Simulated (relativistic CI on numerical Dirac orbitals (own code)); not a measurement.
## Bi81+: sensitivity of the levels to the model

Base calculation: Dirac-Coulomb-Breit CI, separate exchange-only KLI orbitals for each configuration, model QED, unscaled Slater integrals.

CI space: 1s2, 1s 2s, 1s 2p, 1s 3s, 1s 3p, 1s 3d, 1s 4s, 1s 4p, 1s 4d, 1s 4f, 1s 5s, 1s 5p, 1s 5d, 1s 5f, 1s 5g, 1s 6s, 1s 6p, 1s 6d, 2s2. Levels of other configurations are missing.

Variants: (1) QED terms removed; (2) non-relativistic limit. Shifts of the energy above 1s2 1S_0, in eV, for the lowest level and the first level of each name with at least 55 % of one term (blank where a level changes its place among those of its configuration and J or its character, or is not in the variant):

```tsv
Level	Base	Δ(1)	Δ(2)
1s2 1S_0	0.0	0.0	0.0
1s 2s 3S_1	75996.0	+147.6	-6692.2
1s 2p 3P°_1	76129.5	+176.0	-6742.1
1s 2s 1S_0	76193.4	+147.5	-6792.3
1s 2p 3P°_0	76198.0	+176.0	-6810.7
1s 2p 3P°_2	78803.0	+174.5	-9415.6
1s 2p 1P°_1	78860.3	+174.6	-9397.6
1s 3s 3S_1	90919.7	+171.3	-8811.1
1s 3p 3P°_1	90954.5	+179.7	-8822.7
1s 3s 1S_0	90972.1	+171.1	-8837.9
1s 3p 3P°_0	90972.2	+179.7	-8840.4
1s 3p 3P°_2	91751.4	+179.2	-9619.5
1s 3d 3D_2	91760.8	+181.0	-9614.7
1s 3d 3D_1	91766.8	+181.0	-9620.7
```

At this charge energies of transitions that change n are usually good to better than 1 %, and those within a shell (Δn = 0) to a few per cent.

Ionisation energy from the two ground configurations alone: base 102246 eV; QED terms removed 102428 eV. The NIST ASD value (theoretical) is 102252 eV.

LS names give the leading component of a level, which can be under half, so a name can repeat, a term be missing and a line seem to break the LS rules.
